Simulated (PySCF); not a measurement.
CH₈GeSi, SMILES C[SiH2][GeH3]. Geometry: B3LYP-D3(BJ)/def2-SVP. The structure was generated by enumeration, and PubChem lists no compound with its InChIKey, so it may never have been made.

Computed equilibrium geometry at B3LYP-D3(BJ)/def2-SVP (PySCF confirms it by a frequency run) as Cartesian coordinates in Å, and its point group:
point group Cs.
```xyz
11

Si     0.6627    -1.1492     0.0000
C     -0.7968    -2.3505     0.0000
Ge    -0.1048     1.1186     0.0000
H      1.5154    -1.3680     1.2078
H      1.5154    -1.3680    -1.2078
H     -0.4449    -3.3945     0.0000
H     -1.4258    -2.2002    -0.8915
H     -1.4258    -2.2002     0.8915
H      1.0693     2.1218     0.0000
H     -0.9730     1.4038    -1.2469
H     -0.9730     1.4038     1.2469
```
